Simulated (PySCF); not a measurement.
Electron correlation in I²⁺ (iodine, charge +2)

[Kr] 4d10 5s2 5p3, high-spin 4S determinant. Calculation: PySCF 2.14, in x2c-TZVPPall (8s6p4d2f, 60 functions); scalar relativity by spin-free X2C-1e. Frozen: [Ar] 3d10; 23 electrons correlated.

MP2 pair energies summed by pair of shells (mhartree):

| pair | energy | share (%) |
| --- | --- | --- |
| 4d-4d | -245.31 | 45.5 |
| 4d-5p | -62.15 | 11.5 |
| 4d-5s | -56.07 | 10.4 |
| 4p-4d | -54.09 | 10.0 |
| 5s-5p | -40.71 | 7.5 |
| 4p-4p | -23.83 | 4.4 |
| 4s-4d | -13.68 | 2.5 |
| 5p-5p | -13.18 | 2.4 |
| 4p-5s | -8.00 | 1.5 |
| 4s-4p | -7.62 | 1.4 |
| 5s-5s | -6.87 | 1.3 |
| 4p-5p | -5.04 | 0.9 |
| 4s-4s | -2.01 | 0.4 |
| 4s-5p | -0.61 | 0.1 |
| 4s-5s | -0.55 | 0.1 |

Total MP2 correlation energy: -539.72 mhartree.

Same-spin part -200.70 and opposite-spin part -339.02 mhartree; SCS-MP2 scales them by 1/3 and 6/5 to -473.72 mhartree.

This basis was not built for core-valence correlation, so the inner-shell part is incomplete.
